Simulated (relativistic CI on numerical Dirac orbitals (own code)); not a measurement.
Ru⁵⁺: L2,3 absorption edge

Computed with this model: Dirac-Coulomb-Breit CI, orbitals from a KLI potential per configuration, model QED (radiative potential, 1s self-energy scaled to tabulated hydrogen-like ionisation energies), multiplet model of core-to-valence dipole absorption, unscaled Slater integrals; configurations [Kr] 4d3 → [He] 2s2 2p5 3s2 3p6 3d10 4s2 4p6 4d4; 300 K; Lorentzian 2.4 eV and Gaussian 0.5 eV FWHM. Energies are those of the free ion, without screening or charge transfer. The branching ratio is the share of the lower-energy edge in the whole absorption, uncertain by about 0.02 where the edges overlap. S is read from ⟨S²⟩ = S(S + 1).

Field parameters in Wybourne normalisation: D4h B²₀ = −7Ds, B⁴₀ = 21(Dq − Dt), B⁴₄ = 21√(5/14) Dq; Oh B⁴₀ = 21Dq, B⁴₄ = √(5/14) B⁴₀. The field is a parameter set, without covalency.

Computed curve for Oh, 10Dq = 33550 cm⁻¹, scaled to 100 at the maximum (points under 2 are left out and the grid is thinned):

| Energy (eV) | Intensity |
| --- | --- |
| 2838.00 | 2.1 |
| 2839.00 | 2.5 |
| 2840.00 | 3.1 |
| 2841.00 | 4.0 |
| 2842.00 | 5.2 |
| 2843.00 | 7.3 |
| 2844.00 | 10.9 |
| 2845.25 | 21.0 |
| 2846.25 | 40.1 |
| 2847.25 | 63.2 |
| 2848.25 | 87.8 |
| 2849.25 | 97.9 |
| 2850.25 | 84.4 |
| 2851.25 | 76.0 |
| 2852.25 | 50.4 |
| 2853.25 | 26.8 |
| 2854.25 | 15.4 |
| 2855.25 | 10.1 |
| 2856.25 | 7.1 |
| 2857.25 | 5.3 |
| 2858.50 | 4.0 |
| 2859.50 | 3.2 |
| 2860.50 | 2.5 |
| 2861.50 | 2.0 |
| 2971.00 | 2.7 |
| 2972.00 | 3.7 |
| 2973.00 | 5.7 |
| 2974.00 | 9.7 |
| 2975.00 | 19.1 |
| 2976.00 | 37.5 |
| 2977.00 | 48.2 |
| 2978.00 | 39.4 |
| 2979.00 | 26.2 |
| 2980.25 | 24.4 |
| 2981.25 | 18.6 |
| 2982.25 | 10.6 |
| 2983.25 | 6.0 |
| 2984.25 | 3.8 |
| 2985.25 | 2.7 |
| 2986.25 | 2.0 |

The ground state has S = 1.50, and the centroid lies at 2888.45 eV.
